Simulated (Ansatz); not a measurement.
The cluster Rb3. Total charge 0; doublet. Geometry B3LYP/def2-TZVP, that of the charge +1 singlet; atoms count from 1.

```xyz
3

Rb    0.3306   -2.6649   -0.5278
Rb   -1.3281    1.5941   -1.7848
Rb    0.9975    1.0708    2.3126
```

In the def2 sets Rb takes a core potential; there is no spin–orbit coupling. The structure comes from a short search, and lower isomers may exist.

Question: Estimate the Mulliken populations from the PBE0/def2-TZVP orbitals of Ansatz.

Answer: 
```
atom  charge (e)  spin (α − β)
 Rb1       -0.03          0.48
 Rb2       -0.03          0.48
 Rb3        0.06          0.04
```
Mulliken values and Mayer orders depend strongly on the basis.

Question: Where does the spin sit?

Answer: Summed by element: Rb 1.00, of 1 unpaired in all. Largest on single atoms: Rb2 0.48, Rb1 0.48, Rb3 0.04.

Question: And the Mayer bond orders between bonded heavy atoms (over 0.3)?

Answer: Rb1–Rb2 0.41 (4.74 Å); Rb1–Rb3 0.61 (4.74 Å); Rb2–Rb3 0.61 (4.74 Å).
